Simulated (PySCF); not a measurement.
## Mg⁺ (magnesium, charge +1): UHF calculation

Configuration: [Ne] 3p1, 2P determinant (an excited configuration). Computed with PySCF 2.14 in aug-cc-pVDZ (5s4p2d, 27 functions), with no relativity, point nucleus.

- Total energy: -199.207530 hartree
- One-electron energy: -274.7876 hartree
- Hartree (Coulomb) energy: 91.4058 hartree
- Exchange energy: -15.8258 hartree
- Kinetic energy: 199.15000 hartree
- ⟨S²⟩: 0.7500
- ⟨L²⟩: 2.000
- Sum of ⟨r⟩: 9.276 bohr
- Sum of ⟨r²⟩: 19.21 bohr²
- Traceless quadrupole moment −½Σ⟨3z² − r²⟩ along its main axis: -5.78 e·bohr²
- Density at the nucleus (Gaussians lack the cusp): 1060 bohr⁻³
- Spin density at the nucleus: -0.0120 bohr⁻³
- Langevin diamagnetic susceptibility: -15.2 ×10⁻⁶ cm³/mol

```tsv
shell	electrons	mean orbital energy (hartree)	spread (hartree)	rms radius, mean of both spins (bohr)
1s α	1	-49.43651	0	0.152
1s β	1	-49.43404	0	0.152
2s α	1	-4.15624	0	0.756
2s β	1	-4.15257	0	0.756
2p α	3	-2.68060	0.00564	0.770
2p β	3	-2.67431	0.00923	0.770
3p α	1	-0.38337	0	3.80
```

Spin-orbit constants ζ (cm⁻¹) from the X2C one-electron operator on these orbitals (non-relativistic here): bare nucleus, nucleus screened by l(l+1)(2l+1)/3 electrons, and screened by the Breit-Pauli mean field of the electrons.

```tsv
shell	bare	screened nucleus	mean field
2p	1732	1443	1310
3p	58.40	48.66	43.14
```

To first order the Landé constant is A = 43.14 cm⁻¹, so the lowest level has J = 1/2 and lies 0.00535 eV below the centre of the term.
